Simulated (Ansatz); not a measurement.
Correlation energies of CH6O3Ti (`[CH3][Ti]([OH])([OH])[OH]`) by basis set

```csv
atom,x (Å),y (Å),z (Å)
C1,-1.2231,0.9120,-0.2758
Ti2,0.3460,-0.4056,0.0230
O3,0.5639,-1.2599,-1.5450
O4,-0.2241,-1.5360,1.2917
O5,1.7198,0.6274,0.4740
H6,-2.1107,0.3534,-0.5855
H7,-1.4414,1.4555,0.6479
H8,-0.9560,1.6295,-1.0570
H9,1.1873,-1.1447,-2.2623
H10,-0.2670,-1.5957,2.2444
H11,2.4052,0.9641,1.0446
```

Total charge 0; spin multiplicity 1. Correlated methods include outer-core shells of Ti, which these sets cover unevenly. Scalar relativity is left out up to krypton. Geometry: relaxed with PBE0-D4/def2-TZVP. It is one conformer, not always the lowest. Frozen core, restricted reference, the Gaussian-basis code of Ansatz.

```tsv
basis	HF (Eh)	MP2 corr.	CCSD corr.	(T)	CCSD(T) total
def2-SVP	-1114.16878	-1.02882	-1.05275	-0.03957	-1115.26110
def2-TZVPP	-1114.62845	-1.34646	-1.35916	-0.06438	-1116.05199
def2-QZVPP	-1114.65614	-1.45333	–	–	–
```
